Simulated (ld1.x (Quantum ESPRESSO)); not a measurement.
Building the PAW potential for Tl (LDA (PZ), fully relativistic).

* Element: Tl
* Generator: ld1.x (Quantum ESPRESSO) 7.5
* Type: PAW
* Functional: LDA (PZ)
* Relativity: fully relativistic
* Frozen core: [Kr] 4d10 4f14 5s2
* Valence charge: 19
* Reference configuration: 5p6 5d10 6s2 6p1
* Partial waves: 6s (bound): rcut 1.55, rcutus 1.85 bohr; 6s channel at -0.3 Ry: rcut 1.55, rcutus 1.85 bohr; 5p (bound): rcut 1.30, rcutus 1.45 bohr; 6p (bound): rcut 1.30, rcutus 1.45 bohr; 5d (bound): rcut 1.65, rcutus 2.20 bohr; 5d channel at -0.55 Ry: rcut 1.65, rcutus 2.20 bohr
* Local potential: all-electron potential smoothed inside 1.75 bohr (lloc = -1)
* Core correction: Bessel-smoothed model core inside 0.80 bohr
* Augmentation charge: PSQ, inside the norm-conserving radii

Open shells are filled in proportion to 2j + 1 (rel_dist='average').

All-electron outer shells of the reference configuration (LDA (PZ), scalar-relativistic, ld1.x):

```
shell  level (eV)  outermost node (bohr)  outermost maximum (bohr)
   5s     -131.30                   0.46                      0.80
   4f     -114.41                      –                      0.36
   5p      -76.26                   0.50                      0.90
   5d      -15.62                   0.53                      1.11
   6s       -9.83                   1.04                      2.08
   6p       -2.58                   1.23                      2.91
```

(1) Is a potential produced?

## Answers

(1) No. ld1.x (Quantum ESPRESSO) 7.5 stopped with "new_paw_hamiltonian: negative rho": the spherical valence density built from the smooth waves and the augmentation charge turned negative at some radius.
